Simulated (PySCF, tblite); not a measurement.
Compound: C8H11P.
Atom-mapped SMILES: `[CH3:1][CH:2]([CH3:3])[c:4]1[cH:5][cH:6][cH:7][cH:8][p:9]1` (hydrogens: H10, H11, H12 on C1; H13 on C2; H14, H15, H16 on C3; H17 on C5; H18 on C6; H19 on C7; H20 on C8)

Structure used (GFN2-xTB), in Å, numbered top down from 1:
```
atom  x, y, z in Å
C1    -1.9472    1.3892    0.0750
C2    -1.4148    0.0058   -0.2969
C3    -1.9923   -1.0586    0.6365
C4     0.0951   -0.0140   -0.2362
C5     0.8179   -0.3240   -1.3716
C6     2.2019   -0.3903   -1.4372
C7     3.0138   -0.1400   -0.3450
C8     2.5136    0.1965    0.8953
P9     0.8396    0.3552    1.3039
H10   -3.0318    1.4140   -0.0050
H11   -1.6676    1.6326    1.0986
H12   -1.5318    2.1466   -0.5868
H13   -1.7267   -0.2251   -1.3225
H14   -3.0782   -1.0745    0.5724
H15   -1.6146   -2.0437    0.3689
H16   -1.7068   -0.8466    1.6659
H17    0.2632   -0.5334   -2.2796
H18    2.6610   -0.6493   -2.3808
H19    4.0870   -0.2114   -0.4693
H20    3.2137    0.3818    1.7016
```

Method: PBE0/pcSseg-1 in PySCF (dipole) on a GFN2-xTB geometry, gas phase.

Masses are those of the commonest isotopes; rigid-rotor values at the optimised geometry. The values belong to one conformer with, in the numbering `[CH3:1][CH:2]([CH3:3])[c:4]1[cH:5][cH:6][cH:7][cH:8][p:9]1`, C1–C2–C4–C5 -120°.

Task: What are A, B and C (GHz)?

Result: Ia = 193.61, Ib = 487.34, Ic = 573.59 u·Å²; 505379 MHz·u·Å²/I gives 2610, 1037 and 881.1 MHz, that is A = 2.6103, B = 1.0370, C = 0.8811 GHz.

Task: Classify the top.

Result: An asymmetric top: κ = (2 × 1037 − 2610 − 881.1)/(2610 − 881.1) = -0.82.

Task: Is it planar, by Δ = Ic − Ia − Ib?

Result: Not planar: Δ = Ic − Ia − Ib = -107.36 u·Å². For a rigid frame Δ = −2 Σ m c², so Σ m c² = 53.68 u·Å² lies off the ab plane: 15.85 from hydrogen and 37.83 from heavier atoms. The atom farthest from that plane is 2.15 Å away.

Task: List the rotational levels J(Ka,Kc) to J = 4 (K).

Result: Above 0(0,0), as E/k:
J = 1: 1(0,1) 0.092, 1(1,1) 0.168, 1(1,0) 0.175
J = 2: 2(0,2) 0.276, 2(1,2) 0.344, 2(1,1) 0.367, 2(2,1) 0.593, 2(2,0) 0.594
J = 3: 3(0,3) 0.550, 3(1,3) 0.609, 3(1,2) 0.654, 3(2,2) 0.869, 3(2,1) 0.872, 3(3,1) 1.266, 3(3,0) 1.266
J = 4: 4(0,4) 0.913, 4(1,4) 0.961, 4(1,3) 1.036, 4(2,3) 1.237, 4(2,2) 1.245, 4(3,2) 1.635, 4(3,1) 1.635, 4(4,1) 2.189, 4(4,0) 2.189
The levels of one J sum to (2J + 1)J(J + 1)(A + B + C)/3.

Task: Which lines would a microwave search look for?

Result: The dipole components are |μa| = 0.29 D, |μb| = 1.43 D, |μc| = 0.00 D. Intensities carry the squares of the components, which stand as 0.04 : 1.00 : 0.00 (a : b : c). Some lines, for components of 0.1 D or more:

| type | branch | J(Ka,Kc) | MHz | lower level (cm⁻¹) |
| --- | --- | --- | --- | --- |
| b | R | 3(1,2) ← 2(2,1) | 1261 | 0.412 |
| a | Q | 4(1,3) ← 4(1,4) | 1556 | 0.668 |
| b | Q | 3(1,2) ← 3(0,3) | 2167 | 0.382 |
| b | R | 2(0,2) ← 1(1,1) | 2252 | 0.116 |
| b | Q | 5(2,3) ← 5(1,4) | 4203 | 1.051 |
| b | R | 3(0,3) ← 2(1,2) | 4282 | 0.239 |
| b | Q | 2(2,0) ← 2(1,1) | 4731 | 0.255 |
| b | Q | 3(2,2) ← 3(1,3) | 5428 | 0.423 |
| b | Q | 4(2,3) ← 4(1,4) | 5752 | 0.668 |
| a | R | 3(2,1) ← 2(2,0) | 5798 | 0.413 |
| b | Q | 5(2,4) ← 5(1,5) | 6161 | 0.973 |
| a | R | 4(1,4) ← 3(1,3) | 7340 | 0.423 |
| a | R | 4(3,1) ← 3(3,0) | 7696 | 0.880 |
| b | Q | 4(3,1) ← 4(2,2) | 8134 | 0.865 |
| b | Q | 3(3,0) ← 3(2,1) | 8209 | 0.606 |
| b | Q | 3(3,1) ← 3(2,2) | 8263 | 0.604 |
| b | R | 2(2,1) ← 1(1,0) | 8712 | 0.122 |
| a | R | 5(4,2) ← 4(4,1) | 9615 | 1.521 |
| a | R | 5(4,1) ← 4(4,0) | 9615 | 1.521 |
| a | R | 5(3,2) ← 4(3,1) | 9634 | 1.137 |
| b | R | 3(2,2) ← 2(1,1) | 10474 | 0.255 |
| b | R | 4(2,2) ← 3(1,3) | 13254 | 0.423 |
| b | R | 5(2,4) ← 4(1,3) | 13762 | 0.720 |
| b | Q | 5(5,1) ← 5(4,2) | 14838 | 1.842 |
| b | R | 5(4,2) ← 4(3,1) | 21151 | 1.137 |

Its GFN2-xTB frequencies are all real (lowest 28 cm⁻¹). Constants of a rigid frame at the computed geometry: no zero-point averaging, no centrifugal distortion. A rigid rotor knows nothing of internal rotation, which can split or shift real lines.
